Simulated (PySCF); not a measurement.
Stepwise substitution at one centre (B SH-H). Gas-phase values, no solvent. One relaxed conformer stands for each flexible species; it need not be the lowest. Strings in code marks are SMILES.

The HOMO from two functionals at the same geometries (CAM-B3LYP-D3(BJ)/def2-TZVP), both in PySCF: PBE-D3(BJ)/def2-TZVP and TPSSh-D3(BJ)/def2-TZVP. 

```json
[
 {"species": "0 of 3 SH replaced by H", "PBE-D3(BJ)/def2-TZVP (eV)": "-6.36", "TPSSh-D3(BJ)/def2-TZVP (eV)": "-6.92"},
 {"species": "1 of 3 SH replaced by H (`SBS` (H–S–B–S torsion 0°, S–B–S–H torsion 0°))", "PBE-D3(BJ)/def2-TZVP (eV)": "-6.49", "TPSSh-D3(BJ)/def2-TZVP (eV)": "-7.03"},
 {"species": "2 of 3 SH replaced by H", "PBE-D3(BJ)/def2-TZVP (eV)": "-7.35", "TPSSh-D3(BJ)/def2-TZVP (eV)": "-7.84"},
 {"species": "3 of 3 SH replaced by H", "PBE-D3(BJ)/def2-TZVP (eV)": "-8.48", "TPSSh-D3(BJ)/def2-TZVP (eV)": "-9.29"}
]
```

Over these rows, drawn at random from the members with no instability flagged (it was tested for open shells, ions and some series alone), PBE minus TPSSh-D3(BJ): mean +0.60 eV, from +0.50 eV to +0.80 eV.
